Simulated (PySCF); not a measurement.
C5H4F2, SMILES FC(C=C)(C#C)F. Geometry optimised at PBE0-D3(BJ)/def2-SVP. One conformer was computed; it need not be the lowest.

Computed equilibrium geometry at PBE0-D3(BJ)/def2-SVP (PySCF confirms it by a frequency run) as a Z-matrix, and its point group (one conformer of several):
point group Cs.
```
C
F 1 1.3603
F 1 1.3603 2 105.91
C 1 1.4703 2 109.12 3 -117.34
C 4 1.2081 3 146.24 1 -179.71
H 5 1.0752 3 157.41 1 179.04
C 1 1.5000 2 108.55 3 116.39
C 7 1.3293 1 125.43 2 122.66
H 8 1.0923 7 120.94 1 -180.00
H 8 1.0936 9 117.70 7 180.00
H 7 1.0951 8 122.01 9 0.00
```
